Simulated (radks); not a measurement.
Results of a calculation; reference values are marked as such.
Polarisability of the tin ion Sn6+, [Kr] 4d8, at imaginary frequency. Level of theory: non-relativistic Kohn-Sham, LDA (Slater exchange, Perdew-Wang correlation), spin-unpolarised, spherical densities, point nucleus; relativity is left out, which matters for an element this heavy (a radial shooting solver on a logarithmic mesh with Libxc functionals). Response by self-consistent Sternheimer equations with the Hartree and adiabatic LDA kernel.

| w (hartree) | alpha1(iw) (bohr^3) |
|---|---|
| 0.00266 | 1.464 |
| 0.0143 | 1.464 |
| 0.0360 | 1.464 |
| 0.0697 | 1.463 |
| 0.118 | 1.461 |
| 0.186 | 1.456 |
| 0.280 | 1.446 |
| 0.413 | 1.427 |
| 0.605 | 1.387 |
| 0.892 | 1.309 |
| 1.35 | 1.161 |
| 2.12 | 0.9081 |
| 3.59 | 0.5599 |
| 6.94 | 0.2349 |
| 17.5 | 0.05816 |

Static values: alpha1 = 1.464 bohr^3 (0.2169 angstrom^3; uncoupled 2.162). C6 = 4.515, triple-dipole C9 = 4.795 atomic units. One-pole (London) frequency 4 C6 / (3 alpha1^2) = 2.809 hartree, against 3.957 for minus the highest occupied eigenvalue. The dipole shielding factor is 0.880, as the force sum rule N/Z = 0.880 demands.
